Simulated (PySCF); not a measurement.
Species: C3H2F2OSi.
SMILES: `C(#C)C(=O)[SiH](F)F`

Torsions of this conformer, `[CH:1]#[C:2][C:3](=[O:4])[SiH:5]([F:6])[F:7]`: C2–C3–Si5–F6 -60°.

The closed-shell ground state was solved at several levels (PySCF, density fitting, gas phase, non-relativistic). The structure is a single PBE0-D3(BJ)/def2-SVP conformer in the gas phase; no vibrational or solvent corrections.

```json
{"level": "BP86/pcSseg-2", "basis functions": "287", "HOMO (eV)": "-6.56", "LUMO (eV)": "-3.95", "gap (eV)": "2.61", "dipole (D)": "1.64"}
{"level": "PBE0/6-311+G(2d,p)", "basis functions": "209", "HOMO (eV)": "-8.11", "LUMO (eV)": "-2.93", "gap (eV)": "5.18", "dipole (D)": "1.57"}
{"level": "PBE0/cc-pVDZ", "basis functions": "112", "HOMO (eV)": "-7.80", "LUMO (eV)": "-2.61", "gap (eV)": "5.19", "dipole (D)": "1.41"}
{"level": "wB97X-D/pcSseg-2", "basis functions": "287", "HOMO (eV)": "-9.98", "LUMO (eV)": "-1.07", "gap (eV)": "8.91", "dipole (D)": "1.55"}
{"level": "PBE0/STO-3G", "basis functions": "41", "HOMO (eV)": "-4.06", "LUMO (eV)": "1.04", "gap (eV)": "5.10", "dipole (D)": "0.89"}
{"level": "PBE0/6-31G*", "basis functions": "106", "HOMO (eV)": "-7.71", "LUMO (eV)": "-2.50", "gap (eV)": "5.21", "dipole (D)": "1.60"}
{"level": "B97-2/pcSseg-2", "basis functions": "287", "HOMO (eV)": "-7.78", "LUMO (eV)": "-2.94", "gap (eV)": "4.84", "dipole (D)": "1.59"}
{"level": "PBE0/IGLO-III", "basis functions": "274", "HOMO (eV)": "-8.06", "LUMO (eV)": "-2.89", "gap (eV)": "5.17", "dipole (D)": "1.61"}
{"level": "PBE/pcSseg-2", "basis functions": "287", "HOMO (eV)": "-6.45", "LUMO (eV)": "-3.87", "gap (eV)": "2.58", "dipole (D)": "1.63"}
{"level": "B97-D/pcSseg-2", "basis functions": "287", "HOMO (eV)": "-6.46", "LUMO (eV)": "-3.75", "gap (eV)": "2.71", "dipole (D)": "1.65"}
{"level": "PBE0/6-31G", "basis functions": "71", "HOMO (eV)": "-8.04", "LUMO (eV)": "-2.82", "gap (eV)": "5.22", "dipole (D)": "1.51"}
{"level": "PBE0/cc-pVTZ", "basis functions": "242", "HOMO (eV)": "-7.97", "LUMO (eV)": "-2.78", "gap (eV)": "5.19", "dipole (D)": "1.57"}
```

**Question.** What might PBE0/def2-TZVP (235 basis functions) give for the same quantities?

**Answer.** HOMO -8.02 eV, LUMO -2.85 eV, gap 5.17 eV, dipole 1.59 D.

**Question.** Over all these levels, which gives the widest orbital gap and which the narrowest?

**Answer.** wB97X-D/pcSseg-2 (range-separated hybrid) has the widest, 8.91 eV, and PBE/pcSseg-2 (GGA) the narrowest, 2.58 eV. The two share the basis. From the narrowest to the widest the HOMO moves by -3.53 eV and the LUMO by +2.80 eV.

**Question.** How much does the basis alone move the frontier levels among the 8 PBE0 rows (the withheld one included)?

**Answer.** The HOMO by 4.05 eV and the LUMO by 3.97 eV. By rising basis size (HOMO, LUMO in eV): STO-3G -4.06, 1.04; 6-31G -8.04, -2.82; 6-31G* -7.71, -2.50; cc-pVDZ -7.80, -2.61; 6-311+G(2d,p) -8.11, -2.93; def2-TZVP -8.02, -2.85; cc-pVTZ -7.97, -2.78; IGLO-III -8.06, -2.89.

**Question.** How far do the dipole and the HOMO energy spread over the levels?

**Answer.** The dipole runs from 0.89 to 1.65 D (mean 1.52 D) and the HOMO from -9.98 to -4.06 eV.
